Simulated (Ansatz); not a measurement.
`O[SiH2][CH2][GeH2][OH]` and `O[SiH2][CH2][GeH3]` differ in one atom or group.

Ansatz, PBE0-D4/def2-TZVP geometries, multiplicity 1. Each molecule was computed in one conformer, which needn't be the lowest.

Scalar relativity is left out up to krypton.

| property | `O[SiH2][CH2][GeH2][OH]` |
| --- | --- |
| HOMO energy (PBE0/def2-TZVPP) / eV | -8.22 |
| LUMO energy (PBE0/def2-TZVPP) / eV | -0.07 |
| size of the dipole moment (ωB97M-V/def2-TZVPP) / D | 3.21 |
| HOMO energy (PBE/def2-TZVPP) / eV | -6.73 |
| HOMO–LUMO gap (PBE/def2-TZVPP) / eV | 5.79 |
| size of the dipole moment (B3LYP/def2-TZVPP) / D | 3.16 |

**Question.** What does the change do to each property? (Best estimate.)

**Answer.** Computed: 
| property | `O[SiH2][CH2][GeH3]` | shift |
| --- | --- | --- |
| HOMO energy (PBE0/def2-TZVPP) / eV | -8.28 | -0.06 |
| LUMO energy (PBE0/def2-TZVPP) / eV | 0.23 | 0.30 |
| size of the dipole moment (ωB97M-V/def2-TZVPP) / D | 1.78 | -1.43 |
| HOMO energy (PBE/def2-TZVPP) / eV | -6.95 | -0.22 |
| HOMO–LUMO gap (PBE/def2-TZVPP) / eV | 6.31 | 0.52 |
| size of the dipole moment (B3LYP/def2-TZVPP) / D | 1.79 | -1.37 |

With PBE0 the HOMO falls by 0.06 eV and the LUMO rises by 0.30 eV, so the gap widens by about 0.36 eV. PBE moves the HOMO by -0.22 eV and ωB97M-V by 0.04 eV. Dipoles are sizes alone; their direction can turn.

B3LYP here is the variant with VWN-RPA as its local correlation; programs differ in this.
